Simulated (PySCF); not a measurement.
## Core-level binding energies of (F2Al-mu-OH)2

(F2Al-mu-OH)2.
Bonds: Al1–F2, Al1–F3, Al1–O4, Al1–O8, O4–Al5, Al5–F6, Al5–F7, Al5–O8. Hydrogens: H9 on O4; H10 on O8.

Level of theory: PySCF 2.14.0, delta-SCF UKS SCAN, pcX-2 on the ionised atom, pcseg-1 elsewhere, spin-free X2C. Vertical ΔSCF values, vacuum level as zero.

Q: What binding energy does each computed site have?

A: 
| atom(s) | bonded to | level | binding energy (eV) | count |
| --- | --- | --- | --- | --- |
| Al1/Al5 | 2 F and 2 O | Al 1s | 1569.39 | 2 |
| F2/F3/F6/F7 | Al | F 1s | 692.11 | 4 |
| O4/O8 | H and 2 Al | O 1s | 541.11 | 2 |

Q: Which photon energy gives electrons from Al 1s of Al1/Al5 a kinetic energy of 50 eV, and what is their de Broglie wavelength?

A: hν = 1569.39 + 50 = 1619.39 eV, recoil neglected; λ = 12.264 Å/√(E/eV) = 1.73 Å.

Q: Which effective nuclear charge Zeff reproduces each element's mean 1s value in the hydrogen-like formula E = 13.606 eV × Zeff²?

A: O (Z = 8): mean 541.1 eV, Zeff = 6.31, Z − Zeff = 1.69; F (Z = 9): mean 692.1 eV, Zeff = 7.13, Z − Zeff = 1.87; Al (Z = 13): mean 1569.4 eV, Zeff = 10.74, Z − Zeff = 2.26. Means run over the listed sites, weighted by atom count.

One atom of each set of topologically equivalent atoms was ionised and stands for the set; in this conformer not all members are related by symmetry, and their own values weren't computed. The structure is a single PBE0-D3(BJ)/def2-SVP conformer in the gas phase; no vibrational or solvent corrections.

Hardware: an Arm Neoverse V1 with one thread (shared host). Cost: 26 s wall, 0.57 GiB resident at most.
